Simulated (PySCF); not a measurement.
## Peak assignment

Numbering as in the mapped SMILES `[NH2:1][Si@@H:2]1[NH:3][SiH2:4][CH2:5][O:6][SiH2:7]1`. Each H is labelled by its parent atom. Ha(Si4), Ha(C5), Ha(Si7) are cis to N1 on the ring; Hb(Si4), Hb(C5), Hb(Si7) are trans to N1 on the ring.

PySCF 2.14 calculation with GFN2-xTB structure and σ from GIAO-PBE0/pcSseg-1; non-relativistic Hamiltonian, equivalent nuclei averaged, one computed conformer, gas phase.

Chemical shifts δ = σref − σ; $^{1}$H vs TMS, all at this level.

**Question.** Assign these signals to the numbered atoms. $^{1}$H NMR (400 MHz, computed): δ 5.90 (m, 1H), 5.32 (m, 1H), 5.30 (m, 1H), 5.16 (m, 1H), 4.80 (m, 1H), 3.93 (m, 1H), 3.77 (m, 1H), 0.17 (br s, 2H), -0.13 (br s, 1H).

**Answer.** 
```tsv
δ (ppm)	atoms	environment	reason
5.90	H(Si2)	hydrogen on a silicon bonded to 2 N, Si, in a 6-membered ring	–
5.32	Hb(Si7)	hydrogen on a silicon bonded to O, Si, in a 6-membered ring	–
5.30	Ha(Si7)	hydrogen on a silicon bonded to O, Si, in a 6-membered ring	–
5.16	Ha(Si4)	hydrogen on a silicon bonded to C, N, in a 6-membered ring	–
4.80	Hb(Si4)	hydrogen on a silicon bonded to C, N, in a 6-membered ring	–
3.93	Ha(C5)	hydrogen on an sp3 CH2 bonded to O and Si	its carbon carries O, an electronegative neighbour
3.77	Hb(C5)	hydrogen on an sp3 CH2 bonded to O and Si	–
0.17	H(N1)	hydrogen on a nitrogen bonded to Si	exchangeable; this is the value without hydrogen bonding to other molecules
-0.13	H(N3)	hydrogen on a nitrogen bonded to 2 Si, in a 6-membered ring	exchangeable; this is the value without hydrogen bonding to other molecules
```

Hb(Si7) and Ha(Si7) lie closer than the usual error of such a calculation, so a measured spectrum could show them in the other order.

OH and NH positions are those of a molecule without intermolecular hydrogen bonds; in solution they move with solvent, concentration and temperature, and exchange usually removes their couplings. Multiplicities follow the n + 1 count of equivalent neighbours, as no J values were calculated; m marks all less simple cases, F and P coupling included.
